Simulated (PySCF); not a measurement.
C₅H₁₀NO, charge +1, singlet, at a GFN2-xTB geometry; B3LYP/STO-3G run with PySCF.

Here is a job for PySCF.
```python
from pyscf import gto, scf, dft

mol = gto.Mole()
mol.atom = '''
    C     2.01650553   -0.16824793    0.48939626
    N     0.69794288    0.42522189    0.22442734
    C    -0.23460752    0.48854095    1.36938860
    C    -1.61215941    0.59805308    0.72091294
    C    -1.50724909   -0.33281540   -0.48765604
    C    -0.08769885   -0.34132322   -0.89886915
    O     0.50914141   -0.78063730   -1.80530611
    H     2.56698215   -0.26597507   -0.44606970
    H     2.58320067    0.45546882    1.17756233
    H     1.88961198   -1.15854173    0.92374463
    H     0.84069762    1.37070729   -0.15050389
    H    -0.00194045    1.32506846    2.02734167
    H    -0.14465662   -0.44226513    1.93377717
    H    -2.40302450    0.30223013    1.40499015
    H    -1.80967815    1.62178847    0.40124753
    H    -2.14343490   -0.04399876   -1.32607021
    H    -1.78523298   -1.36118196   -0.23359767
'''
mol.basis = 'sto-3g'
mol.charge = 1
mol.verbose = 4
mol.build()

mf = dft.RKS(mol)
mf.xc = 'b3lyp'
mf.init_guess = 'mod_huckel'
mf.kernel()
```

What the program printed (banner, timings and long lists left out):

```
PySCF version 2.14.0

[INPUT] verbose = 4
[INPUT] num. atoms = 17
[INPUT] num. electrons = 54
[INPUT] charge = 1
[INPUT] spin (= nelec alpha-beta = 2S) = 0
[INPUT] symmetry False subgroup None
[INPUT] Mole.unit = angstrom
[INPUT] Symbol           X                Y                Z      unit          X                Y                Z       unit  Magmom
[INPUT]  1 C      2.016505530000  -0.168247930000   0.489396260000 AA    3.810643180371  -0.317942508725   0.924824897786 Bohr   0.0
[INPUT]  2 N      0.697942880000   0.425221890000   0.224427340000 AA    1.318920893790   0.803552914270   0.424106207465 Bohr   0.0
[INPUT]  3 C     -0.234607520000   0.488540950000   1.369388600000 AA   -0.443343959563   0.923208596135   2.587769412102 Bohr   0.0
[INPUT]  4 C     -1.612159410000   0.598053080000   0.720912940000 AA   -3.046539754040   1.130156529153   1.362328016255 Bohr   0.0
[INPUT]  5 C     -1.507249090000  -0.332815400000  -0.487656040000 AA   -2.848287981600  -0.628929956038  -0.921536358590 Bohr   0.0
[INPUT]  6 C     -0.087698850000  -0.341323220000  -0.898869150000 AA   -0.165726807939  -0.645007405755  -1.698616515321 Bohr   0.0
[INPUT]  7 O      0.509141410000  -0.780637300000  -1.805306110000 AA    0.962137823575  -1.475190699620  -3.411534118904 Bohr   0.0
[INPUT]  8 H      2.566982150000  -0.265975070000  -0.446069700000 AA    4.850893230147  -0.502620038262  -0.842949565467 Bohr   0.0
[INPUT]  9 H      2.583200670000   0.455468820000   1.177562330000 AA    4.881541791093   0.860711328079   2.225270298305 Bohr   0.0
[INPUT] 10 H      1.889611980000  -1.158541730000   0.923744630000 AA    3.570849123897  -2.189326573580   1.745624359738 Bohr   0.0
[INPUT] 11 H      0.840697620000   1.370707290000  -0.150503890000 AA    1.588688255374   2.590261375045  -0.284411132782 Bohr   0.0
[INPUT] 12 H     -0.001940450000   1.325068460000   2.027341670000 AA   -0.003666919058   2.504016485699   3.831120517218 Bohr   0.0
[INPUT] 13 H     -0.144656620000  -0.442265130000   1.933777170000 AA   -0.273361393905  -0.835759970145   3.654309237236 Bohr   0.0
[INPUT] 14 H     -2.403024500000   0.302230130000   1.404990150000 AA   -4.541058175620   0.571132172292   2.655046591212 Bohr   0.0
[INPUT] 15 H     -1.809678150000   1.621788470000   0.401247530000 AA   -3.419796077110   3.064736040277   0.758247939858 Bohr   0.0
[INPUT] 16 H     -2.143434900000  -0.043998760000  -1.326070210000 AA   -4.050504926835  -0.083145606220  -2.505909518844 Bohr   0.0
[INPUT] 17 H     -1.785232980000  -1.361181960000  -0.233597670000 AA   -3.373601400741  -2.572261110099  -0.441435619637 Bohr   0.0

nuclear repulsion = 328.000785199021
number of shells = 31
number of NR pGTOs = 135
number of NR cGTOs = 45
basis = sto-3g
ecp = {}

******** <class 'pyscf.dft.rks.RKS'> ********
method = RKS
initial guess = mod_huckel
damping factor = 0
level_shift factor = 0
DIIS = <class 'pyscf.scf.diis.CDIIS'>
diis_start_cycle = 1
diis_space = 8
diis_damp = 0
SCF conv_tol = 1e-09
SCF conv_tol_grad = None
SCF max_cycles = 50
direct_scf = True
direct_scf_tol = 1e-13
XC library pyscf.dft.libxc version 7.1.2
    S. Lehtola, C. Steigemann, M. J. T. Oliveira, and M. A. L. Marques,  SoftwareX 7, 1–5 (2018)
XC functionals = b3lyp
    P. J. Stephens, F. J. Devlin, C. F. Chabalowski, and M. J. Frisch,  J. Phys. Chem. 98, 11623 (1994)
radial grids:
    Treutler-Ahlrichs [JCP 102, 346 (1995); DOI:10.1063/1.469408] (M4) radial grids

becke partition: Becke, JCP 88, 2547 (1988); DOI:10.1063/1.454033
pruning grids: <function nwchem_prune>
grids dens level: 3
symmetrized grids: False
atomic radii adjust function: <function treutler_atomic_radii_adjust>
small_rho_cutoff = 0
Set gradient conv threshold to 3.16228e-05
Initial guess from on-the-fly Huckel, doi:10.1021/acs.jctc.8b01089,
employing the updated GWH rule from doi:10.1021/ja00480a005.
Spherically averaged atomic HF for {'H', 'C', 'O', 'N'}

******** <class 'pyscf.scf.atom_hf.AtomSphAverageRHF'> ********
method = AtomSphAverageRHF
initial guess = minao
damping factor = 0
level_shift factor = 0
DIIS = <class 'pyscf.scf.diis.CDIIS'>
diis_start_cycle = 1
diis_space = 8
diis_damp = 0
SCF conv_tol = 1e-09
SCF conv_tol_grad = None
SCF max_cycles = 50
direct_scf = True
direct_scf_tol = 1e-13
atom = C
Set gradient conv threshold to 3.16228e-05
Initial guess from minao.
init E= -36.7517431777338
cycle= 1 E= -36.7619269638614  delta_E= -0.0102  |g|=    0  |ddm|= 0.0245
cycle= 2 E= -36.7619269638615  delta_E= -2.13e-14  |g|=    0  |ddm|= 1.91e-15
Extra cycle  E= -36.7619269638615  delta_E=    0  |g|=    0  |ddm|=    0
Atomic HF for atom  C  converged. SCF energy = -36.7619269638615

******** <class 'pyscf.scf.atom_hf.AtomSphAverageRHF'> ********
method = AtomSphAverageRHF
initial guess = minao
damping factor = 0
level_shift factor = 0
DIIS = <class 'pyscf.scf.diis.CDIIS'>
diis_start_cycle = 1
diis_space = 8
diis_damp = 0
SCF conv_tol = 1e-09
SCF conv_tol_grad = None
SCF max_cycles = 50
direct_scf = True
direct_scf_tol = 1e-13
atom = N
Set gradient conv threshold to 3.16228e-05
Initial guess from minao.
init E= -53.063778033402
cycle= 1 E= -53.0852289821519  delta_E= -0.0215  |g|=    0  |ddm|= 0.0262
cycle= 2 E= -53.0852289821519  delta_E= 7.11e-15  |g|=    0  |ddm|= 5.44e-16
Extra cycle  E= -53.0852289821519  delta_E= 7.11e-15  |g|=    0  |ddm|= 4.71e-16
Atomic HF for atom  N  converged. SCF energy = -53.0852289821519

******** <class 'pyscf.scf.atom_hf.AtomSphAverageRHF'> ********
method = AtomSphAverageRHF
initial guess = minao
damping factor = 0
level_shift factor = 0
DIIS = <class 'pyscf.scf.diis.CDIIS'>
diis_start_cycle = 1
diis_space = 8
diis_damp = 0
SCF conv_tol = 1e-09
SCF conv_tol_grad = None
SCF max_cycles = 50
direct_scf = True
direct_scf_tol = 1e-13
atom = O
Set gradient conv threshold to 3.16228e-05
Initial guess from minao.
init E= -73.1764948007123
cycle= 1 E= -73.2331923193787  delta_E= -0.0567  |g|=    0  |ddm|= 0.0752
cycle= 2 E= -73.2331923193787  delta_E=    0  |g|=    0  |ddm|= 9.02e-16
Extra cycle  E= -73.2331923193787  delta_E=    0  |g|=    0  |ddm|=    0
Atomic HF for atom  O  converged. SCF energy = -73.2331923193787

******** 1 electron system ********
Atomic HF for atom  H  converged. SCF energy = -0.466581849557275

  HOMO = 0.0140306372038206  LUMO = 0.0416444692222174  gap/eV = 0.75141
tot grids = 196656
init E= -307.878363579841
  HOMO = -0.505616595361046  LUMO = -0.472934076883551  gap/eV = 0.88934
cycle= 1 E= -315.139485062752  delta_E= -7.26  |g|= 3.59  |ddm|= 15.8
  HOMO = 0.188824152273729  LUMO = 0.25551760501735  gap/eV = 1.81482
cycle= 2 E= -287.070372365511  delta_E= 28.1  |g|= 4.61  |ddm|= 15.9
  HOMO = -0.124233673148509  LUMO = -0.112935438932795  gap/eV = 0.30744
cycle= 3 E= -311.956432386579  delta_E= -24.9  |g|= 3.55  |ddm|= 17.4
  HOMO = -0.33129927037736  LUMO = -0.308747155693287  gap/eV = 0.61367
cycle= 4 E= -321.612284471763  delta_E= -9.66  |g|= 1.19  |ddm|= 8.52
  HOMO = -0.399851131785093  LUMO = -0.30850750862064  gap/eV = 2.48559
cycle= 5 E= -321.877157543822  delta_E= -0.265  |g|= 1.07  |ddm|= 2.14
  HOMO = -0.432963941856352  LUMO = -0.298523731576152  gap/eV = 3.65830
cycle= 6 E= -322.081291267511  delta_E= -0.204  |g|= 0.578  |ddm|= 1.31
  HOMO = -0.473027574367945  LUMO = -0.207709925584339  gap/eV = 7.21966
cycle= 7 E= -322.179383402797  delta_E= -0.0981  |g|= 0.314  |ddm|= 0.53
  HOMO = -0.463782691485582  LUMO = -0.194131213052187  gap/eV = 7.33759
cycle= 8 E= -322.208884986196  delta_E= -0.0295  |g|= 0.141  |ddm|= 0.349
  HOMO = -0.42600300180313  LUMO = -0.152391883169743  gap/eV = 7.44534
cycle= 9 E= -322.216642071763  delta_E= -0.00776  |g|= 0.023  |ddm|= 0.252
  HOMO = -0.425794442700282  LUMO = -0.152465542586168  gap/eV = 7.43766
cycle= 10 E= -322.216799048136  delta_E= -0.000157  |g|= 0.0071  |ddm|= 0.0365
  HOMO = -0.426567624737264  LUMO = -0.152812608574346  gap/eV = 7.44925
cycle= 11 E= -322.216814230927  delta_E= -1.52e-05  |g|= 0.000966  |ddm|= 0.00934
  HOMO = -0.426317683768314  LUMO = -0.152495986386868  gap/eV = 7.45107
cycle= 12 E= -322.216814541008  delta_E= -3.1e-07  |g|= 0.000162  |ddm|= 0.00158
  HOMO = -0.426339403238722  LUMO = -0.15251450574259  gap/eV = 7.45115
cycle= 13 E= -322.216814548968  delta_E= -7.96e-09  |g|= 6.47e-05  |ddm|= 0.0003
  HOMO = -0.42634277541464  LUMO = -0.152520357885008  gap/eV = 7.45109
cycle= 14 E= -322.21681455021  delta_E= -1.24e-09  |g|= 8.19e-06  |ddm|= 8.8e-05
  HOMO = -0.426342498701095  LUMO = -0.152520257658954  gap/eV = 7.45108
cycle= 15 E= -322.216814550231  delta_E= -2.16e-11  |g|= 1.5e-06  |ddm|= 1.29e-05
  HOMO = -0.426341941064723  LUMO = -0.152519947770445  gap/eV = 7.45108
Extra cycle  E= -322.216814550229  delta_E= 2.05e-12  |g|= 1.58e-06  |ddm|= 3.98e-06
converged SCF energy = -322.216814550229
```
